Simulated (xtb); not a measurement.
Br$_{3}$Sn (SMILES [Br][Sn+]([Br])[Br]), charge +1, singlet, geometry from GFN2-xTB (such geometries of metal compounds can be far from the true shape); GFN1-xTB run with xtb.

xtb was given this input:
```
$ xtb mol.xyz --gfn 1 --chrg 1 --json

# file mol.xyz
4

Sn    -0.00000000     0.00000000     0.00000000
Br    -1.99407378    -1.54743063    -0.18843106
Br    -0.04903946     2.26951936    -1.11948875
Br     2.04311323    -0.72208873     1.30791981
```

What the program printed (banner, timings and long lists left out):

```
   ID    Z sym.   atoms
    1   50 Sn     1
    2   35 Br     2-4

           -------------------------------------------------
          |                Calculation Setup                |
           -------------------------------------------------

           -------------------------------------------------
          |                 G F N 1 - x T B                 |
           -------------------------------------------------

          ...................................................
          :                      SETUP                      :
          :.................................................:
          :  # basis functions                  40          :
          :  # atomic orbitals                  36          :
          :  # shells                           12          :
          :  # electrons                        24          :
          :  # halogen bonds                     0          :
          :  max. iterations                   250          :
          :  Hamiltonian                  GFN1-xTB          :
          :  restarted?                      false          :
          :  GBSA solvation                  false          :
          :  PC potential                    false          :
          :  electronic temp.          300.0000000     K    :
          :  accuracy                    1.0000000          :
          :  -> integral cutoff          0.2500000E+02      :
          :  -> integral neglect         0.1000000E-07      :
          :  -> SCF convergence          0.1000000E-05 Eh   :
          :  -> wf. convergence          0.2000000E-04 e    :
          :  Broyden damping             0.4000000          :
          :  net charge                          1          :
          :  unpaired electrons                  0          :
          ...................................................

 iter      E             dE          RMSdq      gap      omega  full diag
   1    -13.7396807 -0.137397E+02  0.394E+00    1.53       0.0  T
   2    -13.7435970 -0.391629E-02  0.268E+00    1.58       1.0  T
   3    -13.7429034  0.693644E-03  0.492E-01    1.55       1.0  T
   4    -13.7440174 -0.111402E-02  0.592E-03    1.57       8.5  T
   5    -13.7440174  0.144513E-08  0.444E-03    1.57      11.3  T
   6    -13.7440174 -0.310850E-07  0.876E-05    1.57     571.1  T
   7    -13.7440174 -0.200870E-10  0.325E-05    1.57    1537.0  T

   *** convergence criteria satisfied after 7 iterations ***

[...]
         :: total energy             -13.731195111101 Eh    ::
[...]
        14                         -0.5060419             -13.7701
        15                         -0.4298072             -11.6957
        16                         -0.4298072             -11.6957
        17                         -0.3672353              -9.9930
        18                         -0.3672352              -9.9930
        19                         -0.3531905              -9.6108
        20                         -0.3507285              -9.5438
        21                         -0.3507284              -9.5438
        22                         -0.3452585              -9.3950
        23                         -0.3452583              -9.3950
       ...                                ...                  ...
        36                          0.5240157              14.2592
      -------------------------------------------------------------
                  HL-Gap            0.0576943 Eh            1.5699 eV
             Fermi-level           -0.6612180 Eh          -17.9927 eV

  Mulliken/CM5 charges         n(s)   n(p)   n(d)
     1Sn    0.64869  0.62227   2.008  1.026  0.317
     2Br    0.11710  0.12591   1.979  4.921 -0.017
     3Br    0.11710  0.12591   1.979  4.921 -0.017
     4Br    0.11711  0.12591   1.979  4.921 -0.017

Wiberg/Mayer (AO) data.
largest (>0.10) Wiberg bond orders for each atom

 ---------------------------------------------------------------------------
     #   Z sym  total        # sym  WBO       # sym  WBO       # sym  WBO
 ---------------------------------------------------------------------------
     1  50 Sn   2.263 --     4 Br   0.754     3 Br   0.754     2 Br   0.754
     2  35 Br   1.350 --     1 Sn   0.754     4 Br   0.298     3 Br   0.298
     3  35 Br   1.350 --     1 Sn   0.754     4 Br   0.298     2 Br   0.298
     4  35 Br   1.350 --     1 Sn   0.754     3 Br   0.298     2 Br   0.298
 ---------------------------------------------------------------------------

Topologies differ in total number of bonds
Writing topology from bond orders to xtbtopo.mol

 dipole moment from electron density (au)
     X       Y       Z
   0.0000  -0.0000   0.0000  total (Debye):    0.000

           -------------------------------------------------
          | TOTAL ENERGY              -13.731195111101 Eh   |
          | GRADIENT NORM               0.018533213479 Eh/α |
          | HOMO-LUMO GAP               1.569941079524 eV   |
           -------------------------------------------------

normal termination of xtb
```
